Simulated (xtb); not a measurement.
Ga2 (SMILES [Ga][Ga]), triplet, at a GFN2-xTB geometry (such geometries of metal compounds can be far from the true shape); GFN2-xTB (xtb).

xtb was given this input:
```
$ xtb mol.xyz --gfn 2 --uhf 2 --grad --json

# file mol.xyz
2

Ga    -0.00000000    -0.00000000    -1.36141857
Ga     0.00000000     0.00000000     1.36141857
```

Q: Predict the main parts of the log of this xtb run.

A: 
```
   ID    Z sym.   atoms
    1   31 Ga     1, 2

           -------------------------------------------------
          |                Calculation Setup                |
           -------------------------------------------------

           -------------------------------------------------
          |                 G F N 2 - x T B                 |
           -------------------------------------------------

          ...................................................
          :                      SETUP                      :
          :.................................................:
          :  # basis functions                  20          :
          :  # atomic orbitals                  18          :
          :  # shells                            6          :
          :  # electrons                         6          :
          :  max. iterations                   250          :
          :  Hamiltonian                  GFN2-xTB          :
          :  restarted?                      false          :
          :  GBSA solvation                  false          :
          :  PC potential                    false          :
          :  electronic temp.          300.0000000     K    :
          :  accuracy                    1.0000000          :
          :  -> integral cutoff          0.2500000E+02      :
          :  -> integral neglect         0.1000000E-07      :
          :  -> SCF convergence          0.1000000E-05 Eh   :
          :  -> wf. convergence          0.1000000E-03 e    :
          :  Broyden damping             0.4000000          :
          :  net charge                          0          :
          :  unpaired electrons                  2          :
          ...................................................

 iter      E             dE          RMSdq      gap      omega  full diag
   1     -2.2289223 -0.222892E+01  0.352E+01    0.00       0.0  T
   2     -2.2289816 -0.592689E-04  0.213E+01    0.00       1.0  T
   3     -2.2290009 -0.192812E-04  0.387E-01    0.00       1.0  T
   4     -2.2290029 -0.203261E-05  0.233E-01    0.00       1.0  T
   5     -2.2290030 -0.503028E-07  0.578E-03    0.00      12.2  T
   6     -2.2290030 -0.561804E-10  0.192E-03    0.00      36.8  T
   7     -2.2290030 -0.612843E-11  0.454E-05    0.00    1558.4  T
   8     -2.2290030 -0.888178E-15  0.972E-07    0.00   72753.8  T

   *** convergence criteria satisfied after 8 iterations ***

 transition dipole moment (au) for excitation:           3           4
     X       Y       Z
  -0.1420  -0.0001   0.0000  total (au/Debye):    0.142   0.361
 dE (eV)             :    0.269
 oscillator strength :  0.18810E-03

         :::::::::::::::::::::::::::::::::::::::::::::::::::::
         ::                     SUMMARY                     ::
         :::::::::::::::::::::::::::::::::::::::::::::::::::::
         :: total energy              -2.228619794016 Eh    ::
         :: gradient norm              0.000000056966 Eh/a0 ::
         :: HOMO-LUMO gap              0.000000000000 eV    ::
         ::.................................................::
         :: SCC energy                -2.229002973605 Eh    ::
         :: -> isotropic ES            0.000162937796 Eh    ::
         :: -> anisotropic ES          0.000053143325 Eh    ::
         :: -> anisotropic XC         -0.000792760181 Eh    ::
         :: -> dispersion             -0.000919257550 Eh    ::
         :: repulsion energy           0.000383179588 Eh    ::
         :: add. restraining           0.000000000000 Eh    ::
         :: total charge               0.000000000000 e     ::
         :::::::::::::::::::::::::::::::::::::::::::::::::::::

           -------------------------------------------------
          |                Property Printout                |
           -------------------------------------------------

    * Orbital Energies and Occupations

         #    Occupation            Energy/Eh            Energy/eV
      -------------------------------------------------------------
         1        2.0000           -0.4829405             -13.1415
         2        2.0000           -0.4460452             -12.1375
         3        1.0000           -0.2135613              -5.8113
         4        0.5000           -0.2036689              -5.5421 (HOMO)
         5        0.5000           -0.2036689              -5.5421 (LUMO)
         6                         -0.1569329              -4.2704
         7                         -0.1569329              -4.2704
         8                         -0.0782444              -2.1291
         9                         -0.0436401              -1.1875
        10                         -0.0436401              -1.1875
        11                         -0.0107900              -0.2936
        12                         -0.0107900              -0.2936
        13                          0.0079014               0.2150
        14                          0.0079014               0.2150
        15                          0.0913018               2.4844
       ...                                ...                  ...
        18                          1.2288565              33.4389
      -------------------------------------------------------------
                  HL-Gap            0.0000000 Eh            0.0000 eV
             Fermi-level           -0.2667361 Eh           -7.2583 eV

     #   Z          covCN         q      C6AA      α(0)
     1  31 Ga       0.810     0.000   333.389    46.707
     2  31 Ga       0.810     0.000   333.389    46.707

 Mol. C6AA /au·bohr⁶  :       1333.555108
 Mol. C8AA /au·bohr⁸  :     149915.829469
 Mol. α(0) /au        :         93.413492

Wiberg/Mayer (AO) data.
largest (>0.10) Wiberg bond orders for each atom

 ---------------------------------------------------------------------------
     #   Z sym  total        # sym  WBO       # sym  WBO       # sym  WBO
 ---------------------------------------------------------------------------
     1  31 Ga   1.101 --     2 Ga   1.101
     2  31 Ga   1.101 --     1 Ga   1.101
 ---------------------------------------------------------------------------

Topologies differ in total number of bonds
Writing topology from bond orders to xtbtopo.mol

molecular dipole:
                 x           y           z       tot (Debye)
 q only:        0.000       0.000       0.000
   full:        0.000      -0.000       0.000       0.000
molecular quadrupole (traceless):
                xx          xy          yy          xz          yz          zz
 q only:       -0.000       0.000      -0.000       0.000       0.000       0.000
  q+dip:       -0.780       0.000      -0.780      -0.000      -0.000       1.560
   full:        2.125       0.000       2.125      -0.000       0.000      -4.250

           -------------------------------------------------
          | TOTAL ENERGY               -2.228619794016 Eh   |
          | GRADIENT NORM               0.000000056966 Eh/α |
          | HOMO-LUMO GAP               0.000000000000 eV   |
           -------------------------------------------------

normal termination of xtb
```
